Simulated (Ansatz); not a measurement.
Molecule (SMILES): F[C]F (closed-shell singlet).
Atoms: F1, C2, F3. Bonds: F1-C2, C2-F3.

Basis-set convergence of the lowest harmonic wavenumber at MP2 with Ansatz (a first-principles code). Each level at its own minimum, finite differences of forces, unscaled; the reference is a large set that could be run, not a limit. Cartesian d functions, on some or all atoms, in 6-31+G*; all else is spherical. Cores are frozen. A restricted Hartree-Fock determinant is unstable towards unrestricted orbitals. No added dispersion term, no relativity. Reference: the value in aug-pcseg-2, 677 cm⁻¹, itself unsure by roughly 1 cm⁻¹ (its mean distance from aug-cc-pVTZ, def2-TZVPPD). Deviations are taken from unrounded values.

| basis | functions | lowest harmonic wavenumber (cm⁻¹) | minus reference (cm⁻¹) |
|---|---|---|---|
| 3-21G | 27 | 617 | -61 |
| 6-31G | 27 | 579 | -99 |
| 6-311G** | 54 | 684 | 7 |
| 6-31+G* | 57 | 655 | -23 |
| 6-311+G** | 66 | 679 | 2 |
| cc-pVTZ | 90 | 681 | 3 |
| def2-TZVPPD | 117 | 678 | 1 |
| jun-cc-pV(T+d)Z | 117 | 678 | 1 |
| aug-pcseg-2 | 138 | 677 | 0 |
